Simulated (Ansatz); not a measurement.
Ansatz (a quantum-chemistry and plane-wave program) input (B2GP-PLYP/def2-TZVPD):

Ansatz 0.2 input:
```yaml
crystal:
  periodic: [false, false, false]
  atoms:
    - {symbol: C, position_ang: [-1.37308769, -0.06811380, 0.02920816]}
    - {symbol: C, position_ang: [0.09606742, -0.07983599, 0.33989687]}
    - {symbol: F, position_ang: [0.74318640, -0.99023898, -0.45604089]}
    - {symbol: F, position_ang: [0.64842335, 1.14679341, 0.07269520]}
    - {symbol: H, position_ang: [-1.80041479, -1.05106094, 0.22648490]}
    - {symbol: H, position_ang: [-1.52042358, 0.18509716, -1.02061993]}
    - {symbol: H, position_ang: [-1.87675641, 0.67054356, 0.65243748]}
    - {symbol: H, position_ang: [0.33522867, -0.32587093, 1.37717858]}
basis:
  gaussian:
    orbitals: def2-TZVPD
hamiltonian:
  xc: {name: B2GP-PLYP}
magnetization: {spin_polarized: false}
correlation: {electrons: outside_noble_gas}
```

End of the output:

```
integrals: 0.26 GiB planned
1301 factors; integrals over basis functions are off by at most 8.0e-4 eV
0.34 GiB of the device are held for the grids
0.91 GiB of device memory are held for the factors and their scratch space
mean field: 1.00 GiB planned
mean field evaluation 1: about -7558.2212 eV, gradient 3.9e1 eV
mean field evaluation 2: about -7558.2554 eV, gradient 3.9e1 eV
mean field evaluation 4: about -7560.9884 eV, gradient 3.5e0 eV
mean field evaluation 8: about -7561.0136 eV, gradient 2.5e-1 eV
mean field evaluation 16: about -7561.0137 eV, gradient 2.0e-5 eV
mean field -7561.01369220 eV, -277.8621281494 hartree, gradient 2.9e-6 eV, S^2 0.000000; 0 other end points of the search recorded, 0 dependent functions left out
4 core orbitals not correlated
reference -7561.01380930 eV, -277.8621324525 hartree; 13, 13 occupied and 173, 173 virtual orbitals, 1301 factors
second order -25.88390526 eV of doubles, -0.00000000 eV of singles
Total energy: -7570.33201519 eV, -278.2045702030 hartree
```
